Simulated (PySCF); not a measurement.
Exercise with solution: entropy of an ideal gas

CH₃Se, SMILES C[Se] (connectivity only; charge and spin as stated), charge -1, multiplicity 1.

Coordinates come from a ωB97X-D3(BJ)/def2-TZVPD optimisation. The spin state was assumed, not searched. The isomer is the one that the SMILES or the coordinates give; other isomers of the formula were not compared.

PySCF with ωB97X-D3(BJ)/def2-TZVPD gives the harmonic wavenumbers 611, 880, 880, 1287, 1483, 1483, 3028, 3092, 3092 cm⁻¹ and the rotational temperatures 7.6676, 0.4407, 0.4407 K. The molar mass is 94.01 g/mol, the symmetry number 3, the spin multiplicity 1.

**Question.** Work out the entropy at 298.15 K and 1 atm in the rigid-rotor, harmonic-oscillator model.

**Answer.** 
Translation (Sackur–Tetrode at 1 atm): S = R[1.5 ln M + 2.5 ln T − 1.16487] = 165.4 J/(mol K).
Rotation: q = (√π/σ) T^1.5/√(θA θB θC) = 2490, S = R[ln q + 3/2] = 77.5 J/(mol K).
Vibration: with u = 1.4388 ν/T, each mode gives R[u/(e^u − 1) − ln(1 − e^−u)]:
| ν (cm⁻¹) | modes | u | S (J/(mol K)) |
|---|---|---|---|
| 611 | 1 | 2.95 | 1.80 |
| 880 | 2 | 4.25 | 1.27 |
| 1287 | 1 | 6.21 | 0.12 |
| 1483 | 2 | 7.16 | 0.11 |
The stiffer modes add less than 0.005 each. Sum 3.3 J/(mol K).
Spin: R ln 1 = 0.0 J/(mol K).
Total 246.2 J/(mol K); the program's own thermochemistry gives 246.2. Translation makes up 67 % and vibration 1 %. Anharmonicity, hindered rotation and orbital degeneracy are left out.
